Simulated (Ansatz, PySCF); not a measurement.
CH4OSZn. Atoms are numbered in the order given.

```xyz
8

Zn     0.0686     0.0525     0.0842
O      1.2745    -0.7759    -0.9290
C      1.0414    -1.4488    -2.1314
H      0.6284    -0.7978    -2.9310
H      1.9975    -1.8530    -2.5156
H      0.3506    -2.3127    -2.0294
S     -1.2492     1.1405     1.4363
H     -1.4910     0.0397     2.1895
```

Geometry optimised at B3LYP-D3(BJ)/def2-SVP. The structure was generated by enumeration; whether it is a known compound was not checked. The values are those of a single conformer.

Vertical ionisation energy (IE) and electron affinity (EA) in eV. Rows of orbital energies are one-electron estimates. Where ΔSCF, EOM or ADC give a negative EA the extra electron is unbound and the value depends on the basis.

| level | IE | EA |
|---|---|---|
| −ε(HOMO), −ε(LUMO), ωB97X/def2-TZVP (PySCF) | 9.85 | -0.83 |
| −ε(HOMO), −ε(LUMO), PBE/def2-TZVP (PySCF) | … | … |
| ΔSCF, PBE0/def2-SVPD (Ansatz), final states of multiplicity 2 and 2 | 9.46 | -0.25 |
| ΔSCF, PBE/def2-SVPD (Ansatz), final states of multiplicity 2 and 2 | 9.03 | -0.14 |

Question: Complete the blanks. (Estimate from the structure and the level; the computed values follow.)

Answer: 
- −ε(HOMO), −ε(LUMO), PBE/def2-TZVP (PySCF), IE: 6.04
- −ε(HOMO), −ε(LUMO), PBE/def2-TZVP (PySCF), EA: 1.95

Question: What vertical singlet–triplet gap does ΔSCF give with PBE0/def2-SVPD (Ansatz, a first-principles code) and with PBE/def2-SVPD (Ansatz)? (Estimate from the structure and the level; the computed values follow.)

Answer: 4.65 and 4.12 eV (triplet above singlet where positive).
